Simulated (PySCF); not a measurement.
## `C#C[Si@H](CCl)P[SiH3]`, C3H8ClPSi2

Molfile (atoms numbered from 1):
```
C3H8ClPSi2
     RDKit          3D

 15 14  0  0  0  0  0  0  0  0999 V2000
   -3.1746   -1.5065   -1.0331 C   0  0  0  0  0  0  0  0  0  0  0  0
   -2.2115   -1.0567   -0.4703 C   0  0  0  0  0  0  0  0  0  0  0  0
   -0.6829   -0.3664    0.3132 Si  0  0  2  0  0  4  0  0  0  0  0  0
   -0.9839    1.5001    0.6657 C   0  0  0  0  0  0  0  0  0  0  0  0
   -0.1371    2.4780   -0.5601 Cl  0  0  0  0  0  0  0  0  0  0  0  0
    0.9714   -0.4075   -1.1833 P   0  0  0  0  0  0  0  0  0  0  0  0
    2.7635    0.0550    0.0718 Si  0  0  0  0  0  4  0  0  0  0  0  0
   -4.0265   -1.8959   -1.5133 H   0  0  0  0  0  0  0  0  0  0  0  0
   -0.4966   -1.0501    1.6047 H   0  0  0  0  0  0  0  0  0  0  0  0
   -0.5981    1.8059    1.6345 H   0  0  0  0  0  0  0  0  0  0  0  0
   -2.0363    1.7647    0.6134 H   0  0  0  0  0  0  0  0  0  0  0  0
    1.1316   -1.7827   -1.1291 H   0  0  0  0  0  0  0  0  0  0  0  0
    3.9206   -0.4417   -0.6728 H   0  0  0  0  0  0  0  0  0  0  0  0
    2.8326    1.5026    0.2464 H   0  0  0  0  0  0  0  0  0  0  0  0
    2.7233   -0.5908    1.3904 H   0  0  0  0  0  0  0  0  0  0  0  0
  1  2  3  0
  2  3  1  0
  3  4  1  0
  4  5  1  0
  3  6  1  0
  6  7  1  0
  1  8  1  0
  3  9  1  1
  4 10  1  0
  4 11  1  0
  6 12  1  0
  7 13  1  0
  7 14  1  0
  7 15  1  0
M  END
```

Level of theory: PySCF 2.14.0, TDDFT PBE0/def2-SVPD circular dichroism and optical rotation, one conformer, gas phase. Geometry: GFN2-xTB.

The molecule is flexible and this is one conformer; a measurement averages over conformers.

Stereocentres: Si3 R.

(1) Give the optical rotatory dispersion at 633, 589.3, 546, 436, 405, 365, 355 nm.

(2) And for the mirror image at 589.3 nm?

(3) What is the molar rotation [Φ] = [α]·M/100 of the geometry above at 589.3 nm?

Results:

(1) [α] in deg dm⁻¹ (g/mL)⁻¹:
| λ (nm) | origin-invariant length gauge | modified velocity gauge | length gauge (centre of mass) | isotropic polarisability (au) |
| --- | --- | --- | --- | --- |
| 633 | +47.2 | +44.1 | +50.4 | 134.5 |
| 589.3 | +56.5 | +52.9 | +60.3 | 135.2 |
| 546 | +69.1 | +64.8 | +73.6 | 136.2 |
| 436 | +132.6 | +124.8 | +140.3 | 140.1 |
| 405 | +168.8 | +159.2 | +178.2 | 141.9 |
| 365 | +245.8 | +232.7 | +258.1 | 145.2 |
| 355 | +274.2 | +259.9 | +287.5 | 146.3 |

(2) -56.5 deg dm⁻¹ (g/mL)⁻¹ (origin-invariant length gauge): the same size and the opposite sign.

(3) With M = 166.69 g/mol, +94.2 deg cm² dmol⁻¹ (origin-invariant length gauge).

The first excitation lies at 5.27 eV (235 nm) with R = +5.9 × 10⁻⁴⁰ esu² cm² (velocity form).
